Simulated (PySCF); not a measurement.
A GIAO shielding run with PySCF 2.14 (density fitting, non-relativistic, gas phase) on `O[SiH2][Si@H](Cl)C1CC1`, C₃H₉ClOSi₂:

```
$ OMP_NUM_THREADS=1 python probes_run.py task.json out

{"job": {"kind": "nmr", "xc": "PBE0", "basis": "pcSseg-1"}, "charge": 0, "multiplicity": 1}
O      1.674840     0.108603    -1.394713
Si     2.111975    -0.281985     0.126971
Si     0.523263     0.881427     1.324105
Cl     0.863845     0.623558     3.324203
C     -1.252329     0.313236     1.005328
C     -1.527912    -0.997313     0.316438
C     -1.772189     0.281934    -0.406804
H      2.155420    -0.197640    -2.159025
H      3.505252     0.124620     0.353883
H      2.112200    -1.747026     0.266624
H      0.532262     2.344036     1.141635
H     -1.982236     0.592829     1.758786
H     -0.687553    -1.601988     0.007080
H     -2.378729    -1.577161     0.643824
H     -2.792332     0.589392    -0.583676
H     -1.093375     0.552422    -1.201104
```

Hardware: 1 thread of an Arm Neoverse V2, shared host. The job also computes population analyses, field gradients, ring-centre shieldings.

(1) How large is the calculation?

(2) How long does it take, and how much memory does it need?

## Answers

(1) 80 electrons, 185 basis functions and 1031 auxiliary functions.

(2) 38 s of wall time, with 13 SCF cycles and 4 response iterations; peak memory 0.84 GiB. Times on a shared host scatter by some tens of per cent.
